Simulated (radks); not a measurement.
Task: All-electron atom: Tc4+ in [Kr] 4d3 (the NIST ground configuration). Method: Dirac Kohn-Sham, LDA (Slater exchange, Perdew-Wang correlation), spin-unpolarised, spherical densities, point nucleus; open shells fill j = l - 1/2 first; computed with a radial shooting solver on a logarithmic mesh with Libxc functionals. Some entries of the table are withheld. Estimate them.

orbital,occ.,eigenvalue (hartree),<1/r> (bohr^-1),<r^2> (bohr^2)
1s1/2,2,-767.2324,44.66,0.001589
2s1/2,2,-110.9712,10.19,0.02637
2p1/2,2,-102.5334,(1),0.01985
2p3/2,4,-98.19503,(2),0.02121
3s1/2,2,-20.74296,3.503,0.1982
3p1/2,2,(3),3.407,0.1953
3p3/2,4,(4),3.283,0.2053
3d3/2,4,-11.01121,3.103,0.1892
3d5/2,6,-10.87127,3.071,0.1924
4s1/2,2,-4.37520,1.319,1.230
4p1/2,2,-3.40534,1.208,(5)
4p3/2,4,-3.28953,1.173,(6)
4d3/2,3,-1.81773,(7),(8)
4d5/2,0,-1.80336,(9),(10)

Result: 
(1) 2p1/2 <1/r> (bohr^-1): 10.17
(2) 2p3/2 <1/r> (bohr^-1): 9.663
(3) 3p1/2 eigenvalue (hartree): -17.49853
(4) 3p3/2 eigenvalue (hartree): -16.77181
(5) 4p1/2 <r^2> (bohr^2): 1.438
(6) 4p3/2 <r^2> (bohr^2): 1.508
(7) 4d3/2 <1/r> (bohr^-1): 0.9163
(8) 4d3/2 <r^2> (bohr^2): 2.398
(9) 4d5/2 <1/r> (bohr^-1): 0.9088
(10) 4d5/2 <r^2> (bohr^2): 2.432
